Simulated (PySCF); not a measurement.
**C7H7NO: calculation and literature**

Molfile (atoms numbered from 1):
```
C7H7NO
     RDKit          3D

 16 16  0  0  0  0  0  0  0  0999 V2000
   -2.5413    0.7637    0.4642 C   0  0  0  0  0  0  0  0  0  0  0  0
   -1.7161   -0.4308    0.0971 C   0  0  0  0  0  0  0  0  0  0  0  0
   -2.2000   -1.5196   -0.1083 O   0  0  0  0  0  0  0  0  0  0  0  0
   -0.2317   -0.2339   -0.0198 C   0  0  0  0  0  0  0  0  0  0  0  0
    0.5664   -1.3056   -0.4037 C   0  0  0  0  0  0  0  0  0  0  0  0
    1.9305   -1.1053   -0.5102 C   0  0  0  0  0  0  0  0  0  0  0  0
    2.4404    0.1524   -0.2286 C   0  0  0  0  0  0  0  0  0  0  0  0
    1.5595    1.1571    0.1477 C   0  0  0  0  0  0  0  0  0  0  0  0
    0.2503    0.9775    0.2513 N   0  0  0  0  0  0  0  0  0  0  0  0
   -3.5858    0.4689    0.5411 H   0  0  0  0  0  0  0  0  0  0  0  0
   -2.1877    1.1949    1.4026 H   0  0  0  0  0  0  0  0  0  0  0  0
   -2.4192    1.5455   -0.2894 H   0  0  0  0  0  0  0  0  0  0  0  0
    0.0997   -2.2607   -0.6069 H   0  0  0  0  0  0  0  0  0  0  0  0
    2.5869   -1.9147   -0.8084 H   0  0  0  0  0  0  0  0  0  0  0  0
    3.5017    0.3572   -0.2982 H   0  0  0  0  0  0  0  0  0  0  0  0
    1.9273    2.1536    0.3751 H   0  0  0  0  0  0  0  0  0  0  0  0
  1  2  1  0
  2  3  2  0
  2  4  1  0
  4  5  2  0
  5  6  1  0
  6  7  2  0
  7  8  1  0
  8  9  2  0
  9  4  1  0
  1 10  1  0
  1 11  1  0
  1 12  1  0
  5 13  1  0
  6 14  1  0
  7 15  1  0
  8 16  1  0
M  END
```

PySCF calculation with geometry from PBE0-D3(BJ)/def2-TZVP and B97-2/pcSseg-2 with gauge-including orbitals; single conformer, fast rotation and ring inversion assumed for equivalent nuclei, non-relativistic Hamiltonian, no solvent model.

Reference values: estimated from measurements, as parent shift plus tabulated substituent increment (solution, not stated per compound (mostly CDCl3 or CCl4); Pretsch, Buehlmann, Badertscher, Structure Determination of Organic Compounds, 4th ed. (2009)).
```tsv
atoms	quantity	reference	computed	computed, scaled
C4	δ ¹³C	153.6	160.8	153.1
C8	δ ¹³C	149.0	156.4	148.8
C6	δ ¹³C	136.8	143.0	135.9
C7	δ ¹³C	127.1	132.7	126.0
C5	δ ¹³C	121.6	128.1	121.5
H16	δ ¹H	8.69	8.96	8.54
H13	δ ¹H	8.05	8.53	8.15
H14	δ ¹H	7.84	8.01	7.65
H15	δ ¹H	7.49	7.55	7.22
```

Computed shifts are σ(ref) − σ with the named reference compound (TMS for H and C) calculated as an isolated molecule at the same level. The measured values may be among those fitted. Scaled to experiment by linear calibration (H and C: mostly CDCl3 data, vs TMS): ¹³C: δ = 176.83 − 0.965σ (rms 2.0 ppm, 507 shifts, 2.1 ppm with the 1 outlier that the fit left out); ¹H: δ = 29.81 − 0.938σ (rms 0.14 ppm, 293 shifts, 0.16 ppm with the 4 outliers that the fit left out). A few per cent of atoms miss by over 2 rms, more outside the fitted compound classes.

**Question.** How far are the unscaled ¹³C shifts from the references?

**Answer.** Mean signed difference +6.58 ppm, mean absolute 6.58 ppm over 5 comparisons; the largest is +7.4 ppm at C8 (aromatic CH next to a ring nitrogen).

**Question.** How far are the unscaled ¹H shifts from the references?

**Answer.** Mean signed difference +0.24 ppm, mean absolute 0.24 ppm over 4 comparisons; the largest is +0.48 ppm at H13 (hydrogen on an aromatic CH).
